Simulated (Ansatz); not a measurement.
Start from `[OH][Ti]([OH])([F])[F]` and change one atom or group to get `C[Se][Ti]([OH])([F])[F]`.

Ansatz, PBE0-D4/def2-TZVP geometries, multiplicity 1. Each molecule was computed in one conformer, which needn't be the lowest.

Scalar relativity is left out up to krypton.

```json
{"property": "LUMO energy (ωB97M-V/def2-TZVPP) / eV", "`[OH][Ti]([OH])([F])[F]`": "0.20"}
{"property": "LUMO energy (PBE/def2-TZVPP) / eV", "`[OH][Ti]([OH])([F])[F]`": "-3.11"}
{"property": "LUMO energy (B3LYP/def2-TZVPP) / eV", "`[OH][Ti]([OH])([F])[F]`": "-2.46"}
{"property": "HOMO energy (ωB97M-V/def2-TZVPP) / eV", "`[OH][Ti]([OH])([F])[F]`": "-12.39"}
{"property": "size of the dipole moment (PBE/def2-TZVPP) / D", "`[OH][Ti]([OH])([F])[F]`": "0.61"}
{"property": "size of the dipole moment (B3LYP/def2-TZVPP) / D", "`[OH][Ti]([OH])([F])[F]`": "0.65"}
```

(1) Give the same properties after the change, and the shifts. (Best estimate.)

## Answers

(1) Ansatz gave: 
```
                                        property  `C[Se][Ti]([OH])([F])[F]`  shift
           LUMO energy (ωB97M-V/def2-TZVPP) / eV                      -0.13  -0.33
               LUMO energy (PBE/def2-TZVPP) / eV                      -3.25  -0.14
             LUMO energy (B3LYP/def2-TZVPP) / eV                      -2.59  -0.13
           HOMO energy (ωB97M-V/def2-TZVPP) / eV                      -9.08   3.31
  size of the dipole moment (PBE/def2-TZVPP) / D                       1.27   0.66
size of the dipole moment (B3LYP/def2-TZVPP) / D                       1.34   0.69
```

With PBE0 the HOMO rises by 2.94 eV and the LUMO falls by 0.19 eV, so the gap narrows by about 3.13 eV. PBE moves the HOMO by 2.30 eV and ωB97M-V by 3.31 eV. Dipoles are sizes alone; their direction can turn.

B3LYP here is the variant with VWN-RPA as its local correlation; programs differ in this.

Spin–orbit coupling is left out; it splits and shifts lone-pair levels of the heavy atoms by tenths of an eV.
